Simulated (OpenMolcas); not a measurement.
## N+: effect of the level shift or regulariser

```
Program             : OpenMolcas 26.06
Basis               : ANO-RCC-VDZP [3s2p1d]
Scalar Hamiltonian  : DKH2, point nucleus
Active space        : 2 electrons in 3 orbitals (2p)
State averaging     : 2S+1 = 3 even, 3 roots; 2S+1 = 1 even, 6 roots
Spin-orbit coupling : state interaction with AMFI integrals over the reference wave functions, term energies averaged over their components
```

Methods on the same reference wave functions:
A. CASSCF
B. SS-CASPT2, IPEA 0.25 Eh, imaginary shift 0.1 Eh (closed shells correlated: 1s 2s)
C. SS-CASPT2, IPEA 0.25 Eh, imaginary shift 0.3 Eh (closed shells correlated: 1s 2s)

Energies in cm⁻¹ above 2s² 2p² ³P₀, the measured ground level; measured values from NIST Handbook of Basic Atomic Spectroscopic Data.

```tsv
Level	A	B	C	Measured
2s² 2p² ³P₀	0.0	0.0	0.0	0.0
2s² 2p² ³P₁	48.4	48.5	48.5	48.7
2s² 2p² ³P₂	144	144	144	131
2s² 2p² ¹D₂	17732	16690	16690	15316
2s² 2p² ¹S₀	43716	36900	36910	32689
```

Deviations, from unrounded energies. A percentage is the sum of absolute deviations over the sum of measured energies, with the sign that they share, or ± where signs differ.

```csv
Against measurement,Levels,A,B,C
mean absolute deviation (cm-1),4,3400,1400,1400
fine structure of the ground term (%),2,±7.6,±7.6,±7.6
other terms of the ground configuration (%),2,+28.0,+11.6,+11.7
```

B, C lie about equally close to measurement and A furthest from it. The largest miss of B in the table is 2s² 2p² ¹S₀, by +4200 cm-1. The ranking rests on the paired levels alone, and a cruder setting can come out closer through cancelling errors.

Between B and C the level of the table that moves most is 2s² 2p² ¹S₀, by 7.6 cm-1 (lowest in B, highest in C). Moves below CASPT2's spread within the term are not significant.

The two smallest mean deviations differ by little beside CASPT2's spread within terms, so their order carries little weight.

From A to B the spin-free energies of the other terms of 2s² 2p² shown, above ³P, scale by factors of 0.84 to 0.94.

The lowest spin-free term lies below A's lowest term by 0.065 hartree in B, 0.065 hartree in C.

CASPT2 does not keep the components of a term degenerate, so their means are used; among the terms shown or strongly mixed into the levels shown the widest spread is 83 cm-1 (2s² 2p² ¹D, B). With the s shell closed, the reference lacks s² → p² mixing. Without dynamic correlation excited terms often stand tens of per cent too high (terms of higher spin than the ground term too low), and those without a measured partner can miss by more than the paired ones (holds for A). Computed and measured levels are paired by configuration, term and J; levels that our copy of the source lacks, or whose pairing is in doubt (as where it misses far off the trend of its configuration), stay unpaired and out of the deviations. Levels of configurations outside the active space are missing.
